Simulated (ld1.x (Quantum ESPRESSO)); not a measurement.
What one change does to a pseudopotential (sulfur, PAW)

```
Element                 : S
Generator               : ld1.x (Quantum ESPRESSO) 7.5
Type                    : PAW
Functional              : LDA (PZ)
Relativity              : non-relativistic
Frozen core             : [Ne]
Valence charge          : 6
Reference configuration : 3s2 3p3.75 (charge +0.25)
Partial waves           : 3s (bound): rcut 0.95, rcutus 1.20 bohr; 3s channel at -0.8 Ry: rcut 0.95, rcutus 1.20 bohr; 3p (bound): rcut 0.85, rcutus 1.10 bohr; 3p channel at 0.15 Ry: rcut 0.85, rcutus 1.10 bohr; 3d channel at -0.15 Ry: rcut 0.70, rcutus 0.95 bohr; 3d channel at 0.35 Ry: rcut 0.70, rcutus 0.95 bohr
Local potential         : all-electron potential smoothed inside 0.85 bohr (lloc = -2)
Core correction         : Bessel-smoothed model core inside 0.75 bohr
Augmentation charge     : GAUSS, radius 0.55 bohr
```

All-electron outer shells of the reference configuration (LDA (PZ), non-relativistic, ld1.x):

```json
{"shell": "3s", "level (eV)": "-19.60", "outermost node (bohr)": "0.60", "outermost maximum (bohr)": "1.40"}
{"shell": "3p", "level (eV)": "-9.41", "outermost node (bohr)": "0.58", "outermost maximum (bohr)": "1.59"}
```

Change: waves 3p (bound): rcut 0.85, rcutus 1.26 bohr; 3p channel at 0.15 Ry: rcut 0.85, rcutus 1.26 bohr.

Cutoffs: the cutoffs (Ry, on a coarse ladder) from which the occupation-weighted sum of valence levels, in a spherical-Bessel basis at the reference potential, stays within 10 and 1 mRy of its value at 400 Ry; they do not see the model core or the augmentation charge, which bear on the density cutoff. Errors are all-electron minus pseudo energies relative to the spin-unpolarised reference configuration.

Problem. Predict the effect on cutoff, ghosts and configuration errors.

Solution. The potential gets softer (45 Ry and 55 Ry → 30 Ry and 50 Ry); the bound ghosts move from p, s to s; the errors of the 9 common tests hardly move. A larger radius leaves more room for a smooth pseudo-wave, so fewer plane waves are needed.

```tsv
quantity	base	changed
cutoff, loose	45 Ry	30 Ry
cutoff, tight	55 Ry	50 Ry
loose cutoff by channel (10 mRy a level)	s 25 Ry, p 40 Ry	s 25 Ry, p 10 Ry
bound ghosts	s, p	s
error for 3s2 3p4, meV [ΔE -2.06 eV]	-0.1	-0.1
error for 3s2 3p3, meV [ΔE 9.81 eV]	-0.7	-0.7
error for 3s2 3p2, meV [ΔE 32.20 eV]	-8.6	-7.7
error for 3s2 3p3.5, meV [ΔE 2.65 eV]	-0.1	0.0
error for 3s0 3p6, meV [ΔE 18.28 eV]	-0.9	-0.8
error for 3s2 3p4.3, meV [ΔE -3.81 eV]	-0.1	-0.1
error for 3s1 3p5, meV [ΔE 8.04 eV]	-0.2	-0.2
error for 3s2 3p3.75 (spin-polarised), meV [ΔE -0.94 eV]	-1.0	-1.0
error for 3s2 3p4 (spin-polarised), meV [ΔE -2.77 eV]	-0.8	-0.7
lowest overlap eigenvalue by channel	s 0.60, p 0.79, d 0.97	s 0.60, p 0.75, d 0.97
```

 A true bound ghost makes a file unfit for plane-wave use even where its test errors are small: the radial tests pick states by their node count and pass the ghost by.
